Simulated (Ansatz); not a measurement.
F₆Se, charge +1, doublet, at a GFN2-xTB geometry (a state made from the parent by changing its charge; the spin is typed, not shown lowest). Base run: B3LYP/6-31G in Ansatz (a quantum-chemistry and plane-wave program).

Input for Ansatz:
Ansatz 0.2 input:
```yaml
crystal:
  periodic: [false, false, false]
  atoms:
    - {symbol: F, position_ang: [0.97457506, -1.34187171, -0.50462018]}
    - {symbol: Se, position_ang: [-0.01830579, -0.02215590, -0.00520098]}
    - {symbol: F, position_ang: [1.23203182, 1.09081494, -0.49112291]}
    - {symbol: F, position_ang: [-1.25281179, -1.10992342, 0.49100163]}
    - {symbol: F, position_ang: [-0.70622335, 0.07384453, -1.58432304]}
    - {symbol: F, position_ang: [0.68996947, -0.08930163, 1.57800609]}
    - {symbol: F, position_ang: [-0.98846126, 1.32418917, 0.50049870]}
basis:
  gaussian:
    orbitals: 6-31G
hamiltonian:
  xc: b3lyp
total_charge: 1
magnetization: {spin_polarized: true, initial_magnetization: 1}
```

Each row names what was changed in the base input (with any setting that the change needs).

```
change             basis functions       E (Eh)  core-seconds (rough)                outcome
-----------------  ---------------  -----------  --------------------  ---------------------
base                            83  -2999.39258                    60              converged
basis = def2-SVPD                -            -                     -  cut at the time limit
basis = def2-TZVP                -            -                     -  cut at the time limit
basis = pcseg-2                  -            -                     -  cut at the time limit
basis = pcseg-0                 76  -2995.23668                    80              converged
basis = 3-21G                   77  -2985.32893                    50              converged
```

Totals compare only among sets that treat the same electrons; sets with core potentials leave the core out.
